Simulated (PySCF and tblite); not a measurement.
C₈H₁₀N₂, numbered as in [CH3:1][C:2]([CH3:3])([CH3:4])/[C:5]([C:6]#[N:7])=[CH:8]\[C:9]#[N:10].

Free energies: PBE0-D3(BJ)/pcSseg-1 on GFN2-xTB structures plus GFN2-xTB thermal terms, symmetry and mirror images included. Conformers within 2.5 kcal/mol (GFN2-xTB free energy) were kept, 3 at most. GIAO shieldings: PBE0/pcSseg-1. Shifts are against TMS (¹H), TMS (¹³C), NH3 (¹⁵N) at the same level. Codes: tblite and PySCF.

Problem. What shifts does this protocol give at 298.15 K under fast conformational exchange?

Solution. ¹H: 6.10 (H8, 1H), 1.50 (H1/H3/H4, 9H) ppm. ¹³C: 156.0 (C5), 123.6 (C6), 121.1 (C9), 117.5 (C8), 40.0 (C2), 30.9 (C1/C3/C4) ppm. ¹⁵N: 351.4 (N10), 336.1 (N7) ppm.

Problem. How do the conformers differ?

Solution. Torsions listed: C1–C2–C5–C8.
```
conformer  shape  weight %
        1  -121°      54.8
        2   180°      45.2
```

| signal | 1 | 2 | average |
| --- | --- | --- | --- |
| H1/H3/H4 | 1.49 | 1.51 | 1.50 |
| H8 | 6.04 | 6.18 | 6.10 |
| C1/C3/C4 | 30.9 | 30.8 | 30.9 |
| C2 | 42.2 | 37.3 | 40.0 |
| C5 | 154.4 | 158.1 | 156.0 |
| C6 | 124.1 | 122.9 | 123.6 |
| C8 | 115.7 | 119.7 | 117.5 |
| C9 | 121.0 | 121.1 | 121.1 |
| N7 | 332.4 | 340.6 | 336.1 |
| N10 | 348.7 | 354.7 | 351.4 |

Unscaled ¹⁵N shifts at such levels can be off by tens of ppm; differences between conformers or isomers are more reliable. Shifts are unscaled: against experiment ¹³C can be off by 15 ppm or more and ¹H by 0.8 ppm.


¹⁵N shifts are against a computed isolated NH3 molecule, about 20 ppm from the liquid.